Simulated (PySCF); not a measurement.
Predicted microwave data (PBE0/def2-SVPD in PySCF (dipole) on a GFN2-xTB geometry, gas phase) for one isomer of C5H6FNO:

| Property | Result |
| --- | --- |
| Rotational constants | A = 4307, B = 1193, C = 1009 MHz |
| Dipole components | \|μa\| = 1.45 D, \|μb\| = 3.81 D, \|μc\| = 1.43 D |
| Inertial defect | -39.85 u·Å² |
| κ | -0.89 |

Question: Which structure is it? (One computed conformer of each.)
A. `[CH3:1][C@@H:2]([C:3]#[N:4])[C@@H:5]1[O:6][C@H:7]1[F:8]` with C1–C2–C5–O6 150°
B. `[N:1]#[C:2][C@@:3]1([CH2:4][F:5])[CH2:6][CH2:7][O:8]1` with C2–C3–C4–F5 165°
C. `[CH:1]#[C:2][C@H:3]([F:4])[C:5](=[O:6])[NH:7][CH3:8]` with C2–C3–C5–O6 -84°, C3–C5–N7–C8 180°

Answer: A. It is C[C@@H](C#N)[C@@H]1O[C@H]1F, an asymmetric top, point group C1. The candidates at the same level (rigid rotor, commonest isotopes):

| SMILES | A (MHz) | B (MHz) | C (MHz) | μa (D) | μb (D) | μc (D) | Δ (u·Å²) | point group | rotor |
| --- | --- | --- | --- | --- | --- | --- | --- | --- | --- |
| N#C[C@@]1(CF)CCO1 | 2803 | 1944 | 1401 | 2.27 | 0.89 | 1.51 | -79.38 | C1 | asymmetric top |
| C[C@@H](C#N)[C@@H]1O[C@H]1F | 4307 | 1193 | 1009 | 1.45 | 3.81 | 1.43 | -39.85 | C1 | asymmetric top |
| C#C[C@H](F)C(=O)NC | 3141 | 1406 | 1261 | 0.19 | 1.20 | 2.33 | -119.68 | C1 | asymmetric top |

`C#C[C@H](F)C(=O)NC` has A 27 % too low; `N#C[C@@]1(CF)CCO1` has B 63 % too high. No structure here is proved a minimum.
